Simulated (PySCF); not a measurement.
Species: C5H10O2.
Z-matrix (Å and degrees, GFN2-xTB geometry), rows numbered from 1:
```
C 
C   1  1.5276
C   2  1.5328  1  110.44
C   2  1.5328  1  110.41  3  -121.99
C   2  1.5209  1  109.24  3   119.01
O   5  1.2015  2  125.80  1    -0.00
O   5  1.3414  2  112.42  1  -179.98
H   1  1.0870  2  110.40  3  -178.81
H   1  1.0870  2  110.44  3   -59.48
H   1  1.0870  2  110.10  3    60.89
H   3  1.0879  2  110.53  1    58.89
H   3  1.0874  2  109.70  1   -60.76
H   3  1.0869  2  110.49  1   179.27
H   4  1.0867  2  110.47  1  -179.07
H   4  1.0874  2  109.77  1    60.94
H   4  1.0878  2  110.43  1   -58.70
H   7  0.9699  5  109.87  2   179.88
```

Computed geometry: GFN2-xTB, gas phase.

Take the most abundant isotopes and a rigid rotor. The values belong to one conformer with, in the numbering `[CH3:1][C:2]([CH3:3])([CH3:4])[C:5](=[O:6])[OH:7]`, C2–C5–O7–H 180°.

(1) What are A, B and C (MHz)?

(2) What kind of rotor is it?

(3) What does the inertial defect say?

(4) List the rotational levels J(Ka,Kc) to J = 5 (K).

(5) Estimate the classical rotational partition function at 10 K, 25 K and 50 K.

## Answers

(1) Ia = 150.95, Ib = 211.08, Ic = 251.49 u·Å²; 505379 MHz·u·Å²/I gives A = 3348, B = 2394, C = 2010 MHz.

(2) An asymmetric top; Ray's κ = -0.425.

(3) Not planar: Δ = Ic − Ia − Ib = -110.55 u·Å². For a rigid frame Δ = −2 Σ m c², so Σ m c² = 55.27 u·Å² lies off the ab plane: 17.40 from hydrogen and 37.88 from heavier atoms. The atom farthest from that plane is 2.15 Å away.

(4) Above 0(0,0), as E/k:
J = 1: 1(0,1) 0.211, 1(1,1) 0.257, 1(1,0) 0.276
J = 2: 2(0,2) 0.629, 2(1,2) 0.661, 2(1,1) 0.717, 2(2,1) 0.854, 2(2,0) 0.859
J = 3: 3(0,3) 1.247, 3(1,3) 1.265, 3(1,2) 1.375, 3(2,2) 1.488, 3(2,1) 1.509, 3(3,1) 1.766, 3(3,0) 1.766
J = 4: 4(0,4) 2.057, 4(1,4) 2.066, 4(1,3) 2.246, 4(2,3) 2.330, 4(2,2) 2.386, 4(3,2) 2.618, 4(3,1) 2.623, 4(4,1) 2.997, 4(4,0) 2.997
J = 5: 5(0,5) 3.059, 5(1,5) 3.063, 5(1,4) 3.322, 5(2,4) 3.377, 5(2,3) 3.487, 5(3,3) 3.685, 5(3,2) 3.703, 5(4,2) 4.064, 5(4,1) 4.065, 5(5,1) 4.550, 5(5,0) 4.550
The levels of one J sum to (2J + 1)J(J + 1)(A + B + C)/3.

(5) Point group Cs, symmetry number σ = 1; q = (√π/σ)·√((kT/h)³/(ABC)), k/h = 20836.6 MHz/K: 1330 at 10 K, 5250 at 25 K, 14900 at 50 K.

Whether it is a minimum is left open (no frequencies). Constants of a rigid frame at the computed geometry: no zero-point averaging, no centrifugal distortion.
